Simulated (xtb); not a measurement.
H$_{3}$Sb, charge -1, doublet, at the geometry of the source list (a state made from the parent by changing its charge; the spin is typed, not shown lowest). Base run: GFN2-xTB (xtb).

Here is a job for xtb.
```
$ xtb mol.xyz --gfn 2 --chrg -1 --uhf 1 --json

# file mol.xyz
4

Sb     0.00190000    -0.00510000     0.74390000
H     -0.87650000    -1.04080000    -0.25290000
H     -0.46500000     1.28180000    -0.23730000
H      1.33960000    -0.23590000    -0.25370000
```

Each row names what was changed in the base input (with any setting that the change needs).

```json
[
 {"change": "base", "ΔE vs base (kJ/mol)": "0.00", "G_solv (kcal/mol)": "-", "SCF cycles": "13"},
 {"change": "etemp = 1000", "ΔE vs base (kJ/mol)": "-8.07", "G_solv (kcal/mol)": "-", "SCF cycles": "11"},
 {"change": "acc = 0.1", "ΔE vs base (kJ/mol)": "0.00", "G_solv (kcal/mol)": "-", "SCF cycles": "16"},
 {"change": "alpb = benzene", "ΔE vs base (kJ/mol)": "-201.4", "G_solv (kcal/mol)": "-48.28", "SCF cycles": "14"},
 {"change": "gbsa = water", "ΔE vs base (kJ/mol)": "-289.2", "G_solv (kcal/mol)": "-72.90", "SCF cycles": "13"},
 {"change": "alpb = dmso", "ΔE vs base (kJ/mol)": "-261.8", "G_solv (kcal/mol)": "-66.09", "SCF cycles": "14"},
 {"change": "acc = 30", "ΔE vs base (kJ/mol)": "0.00", "G_solv (kcal/mol)": "-", "SCF cycles": "11"}
]
```

ALPB and GBSA are two models with their own fitted parameters for each solvent, which aren't always the measured dielectric constant.
